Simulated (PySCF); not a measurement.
# Radial density of Pt⁴⁵⁺ (platinum, charge +45)

BLYP, [Ar] 3d10 4s2 4p3, high-spin 4S determinant. Calculation: PySCF 2.14, in an even-tempered Gaussian basis (17 s from 5.4 bohr⁻², ratio 2.5; 11 p from 7 bohr⁻², ratio 2.5; 8 d from 12 bohr⁻², ratio 2.5; 4 f from 35 bohr⁻², ratio 2.7; 4 g from 52 bohr⁻², ratio 2.7); the non-relativistic Hamiltonian (point nucleus).

| r (bohr) | 4πr²ρ (e/bohr) | 4πr²(ρα − ρβ) |
| --- | --- | --- |
| 0.000361 | 0.5295 | 0.0000 |
| 0.000608 | 1.441 | 0.0000 |
| 0.00102 | 3.823 | -0.0001 |
| 0.00172 | 9.700 | 0.0000 |
| 0.00289 | 22.86 | 0.0010 |
| 0.00487 | 47.60 | 0.0092 |
| 0.00818 | 80.82 | 0.0609 |
| 0.0138 | 100.3 | 0.3173 |
| 0.0232 | 92.14 | 1.1549 |
| 0.0389 | 111.8 | 2.1465 |
| 0.0655 | 135.3 | 0.5050 |
| 0.110 | 106.6 | 2.1642 |
| 0.185 | 108.6 | 1.9885 |
| 0.312 | 29.04 | 6.9231 |
| 0.524 | 9.393 | 5.5693 |
| 0.882 | 0.08336 | 0.0372 |

A non-relativistic calculation at this Z misses sizeable relativistic shifts. Spin-orbit coupling, which splits the p, d and f shells strongly at this Z, is absent. Spin-orbit coupling is strong in this species (close to jj coupling), so the high-spin LS determinant is a model state, not a physical level.
